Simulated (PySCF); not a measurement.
**Radial density of Lu²⁺ (lutetium, charge +2)**

UHF, [Xe] 4f14 6s1, 2S determinant. All numbers are calculated (PySCF 2.14, the spin-free X2C one-electron Hamiltonian (Gaussian nucleus), in x2c-TZVPPall).

```tsv
r (bohr)	4πr²ρ (e/bohr)	4πr²(ρα − ρβ)
0.0142	97.59	0.0019
0.0239	84.73	-0.0012
0.0402	107.3	0.0036
0.0676	125.8	0.0050
0.114	98.49	0.0024
0.191	110.3	0.0068
0.322	56.40	0.0158
0.541	60.56	-0.0076
0.910	20.00	0.0807
1.53	7.021	0.0031
2.57	0.8973	0.3969
4.33	0.1891	0.1882
7.28	0.001379	0.0014
```

Densities and radii are taken from the X2C orbitals without a picture-change correction, which distorts them close to the nucleus.

Spin-orbit coupling, which splits the p, d and f shells strongly at this Z, is absent.

(1) Where is the radial spin density 4πr²(ρα − ρβ) most negative, and why is it negative at all?

## Answers

(1) Around r = 0.541 bohr, down to -0.0076 e/bohr: exchange with the open shell polarises the paired shells in an unrestricted calculation.
